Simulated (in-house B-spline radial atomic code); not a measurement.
Orbital energies and mean radii along the 25-electron series, configuration [Ar] 3d7. The effective charge is n√(-2ε), a non-relativistic measure. Computed with a radial B-spline atomic code at the basis-set limit: non-relativistic Hartree-Fock, average of the configuration, point nuclei.

This level leaves out relativity, spin-orbit splitting included, which matters for heavy ions.

```csv
ion,Z,energy of 2p (Eh),mean radius of 2p (bohr),energy of 3d (Eh),mean radius of 3d (bohr),energy of 3p (Eh),mean radius of 3p (bohr),energy of 2s (Eh),mean radius of 2s (bohr),effective charge of 2p
Co2+,27,-30.823,0.22575,-1.3436,0.99706,-3.7069,0.82212,-35.567,0.25731,15.703
Ni3+,28,?,?,?,?,?,?,?,?,?
Cu4+,29,?,?,?,?,?,?,?,?,?
Zn5+,30,-42.54,0.19943,-4.1681,0.72844,-7.1575,0.69006,-47.982,0.22873,18.448
Ga6+,31,-46.988,0.19195,-5.3622,0.67328,-8.5629,0.65407,-52.666,0.22054,19.388
Ge7+,32,-51.699,0.185,-6.6764,0.62699,-10.088,0.62149,-57.613,0.21291,20.337
As8+,33,-56.669,0.17853,-8.1089,0.58738,-11.732,0.59192,-62.822,0.20578,21.292
Se9+,34,?,?,?,?,?,?,?,?,?
Br10+,35,-67.384,0.16683,-11.324,0.52275,-15.368,0.54037,-74.015,0.19283,23.218
Kr11+,36,-73.125,0.16153,-13.104,0.4959,-17.358,0.5178,-79.998,0.18694,24.187
Rb12+,37,-79.122,0.15656,-14.999,0.47188,-19.462,0.49704,-86.236,0.18139,25.159
Sr13+,38,-85.373,0.15187,-17.008,0.45022,-21.681,0.47787,-92.729,0.17616,26.134
Zr15+,40,-98.636,0.14329,-21.368,0.41267,-26.457,0.44366,-106.48,0.16654,28.091
Nb16+,41,-105.65,0.13934,-23.717,0.39627,-29.014,0.42833,-113.73,0.16211,29.072
Mo17+,42,-112.91,0.13561,-26.18,0.38118,-31.684,0.41403,-121.24,0.1579,30.055
Tc18+,43,-120.43,0.13207,-28.755,0.36724,-34.466,0.40066,-129,0.1539,31.039
Ru19+,44,-128.19,0.12871,-31.443,0.35433,-37.361,0.38813,-137.01,0.1501,32.024
Rh20+,45,-136.21,0.12551,-34.243,0.34233,-40.368,0.37636,-145.28,0.14648,33.011
Pd21+,46,-144.49,0.12246,-37.156,0.33114,-43.486,0.36528,-153.8,0.14303,33.998
Ag22+,47,-153.01,0.11956,-40.181,0.32068,-46.717,0.35484,-162.57,0.13974,34.987
Cd23+,48,-161.78,0.11679,-43.317,0.31088,-50.06,0.34499,-171.59,0.13659,35.976
```

Problem. Fill in the row of Ni3+.

Solution. energy of 2p (Eh): -34.449; mean radius of 2p (bohr): 0.21625; energy of 3d (Eh): -2.1528; mean radius of 3d (bohr): 0.88164; energy of 3p (Eh): -4.7219; mean radius of 3p (bohr): 0.77388; energy of 2s (Eh): -39.424; mean radius of 2s (bohr): 0.24703; effective charge of 2p: 16.601.

Problem. Fill in the row of Cu4+.

Solution. energy of 2p (Eh): -38.359; mean radius of 2p (bohr): 0.2075; energy of 3d (Eh): -3.0968; mean radius of 3d (bohr): 0.79592; energy of 3p (Eh): -5.8753; mean radius of 3p (bohr): 0.72988; energy of 2s (Eh): -43.566; mean radius of 2s (bohr): 0.23753; effective charge of 2p: 17.518.

Problem. Fill in the row of Se9+.

Solution. energy of 2p (Eh): -61.898; mean radius of 2p (bohr): 0.17249; energy of 3d (Eh): -9.6582; mean radius of 3d (bohr): 0.55298; energy of 3p (Eh): -13.492; mean radius of 3p (bohr): 0.56499; energy of 2s (Eh): -68.29; mean radius of 2s (bohr): 0.1991; effective charge of 2p: 22.253.

Problem. How does the screening of 2p change?

Solution. Z less the effective charge goes from 11.30 at Z = 27 to 12.02 at Z = 48.
